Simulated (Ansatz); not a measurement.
`N#[C][Sn]([F])([F])[C]#N` + `CBCN` → `N#[C][SnH]([F])[F]` + `CBC(N)C#N`  (redistribution)

Program: Ansatz. Geometries: PBE0-D4/def2-TZVP. ΔE: electronic, gas phase. CBS: MP2 limit from def2 TZ/QZ plus the TZ coupled-cluster correction, frozen cores. Elements past krypton have def2 core potentials. For Sn outer-core shells are correlated without core-valence functions, which leaves a few kJ/mol of doubt a bond. One conformer a species, not always the lowest.

`N#[C][Sn]([F])([F])[C]#N`:

```xyz
7

N     0.340    1.682   -2.434
C     0.205    0.897   -1.603
Sn   -0.035   -0.490   -0.086
F    -1.610   -1.471   -0.400
F     1.383   -1.725   -0.160
C    -0.119    0.321    1.816
N    -0.164    0.787    2.867
```

`CBCN`:

Cartesian coordinates in Å:
```
C -0.645 -0.850 1.546
B -0.372 -0.549 0.043
C 0.490 0.664 -0.409
N 0.918 0.674 -1.795
H -0.285 -0.090 2.245
H -0.132 -1.792 1.787
H -1.703 -1.050 1.742
H -0.870 -1.260 -0.793
H -0.150 1.528 -0.117
H 1.363 0.756 0.253
H 1.215 1.593 -2.096
H 0.169 0.377 -2.406
```

`N#[C][SnH]([F])[F]`:

Cartesian coordinates in Å:
```
N 1.179 2.346 0.390
C 0.672 1.327 0.217
Sn -0.173 -0.542 -0.168
F -1.975 -0.199 -0.641
F -0.280 -1.409 1.512
H 0.577 -1.523 -1.310
```

`CBC(N)C#N`:

```xyz
13

C     1.497   -1.155    0.347
B     0.768    0.205    0.362
C    -0.599    0.462   -0.387
N    -1.414    1.517    0.182
C    -1.375   -0.758   -0.567
N    -1.966   -1.733   -0.718
H     1.163   -1.855   -0.421
H     2.586   -1.072    0.345
H     1.238   -1.617    1.315
H     1.231    1.158    0.928
H    -0.193    0.698   -1.401
H    -2.103    1.864   -0.472
H    -0.833    2.286    0.486
```

```json
{"level": "HF/def2-TZVPP", "ΔE (kJ/mol)": "-6.8"}
{"level": "SCS-MP2/def2-TZVPP", "ΔE (kJ/mol)": "0.8"}
{"level": "HF/CBS(def2)", "ΔE (kJ/mol)": "-5.8"}
{"level": "MP2/CBS(def2)", "ΔE (kJ/mol)": "-2.0"}
```

(1) What does CCSD(T)/CBS give? (Estimate.)

Largest T1 diagnostic among the species: 0.015.

## Answers

(1) Computed: -0.7 kJ/mol. The listed levels differ from it by -6.1, 1.5, -5.1, -1.3 kJ/mol.

In def2-TZVPP, CCSD(T) changes the Hartree–Fock value by +6.3 kJ/mol (the triples alone add +1.1 kJ/mol) and MP2 by +4.9 kJ/mol.
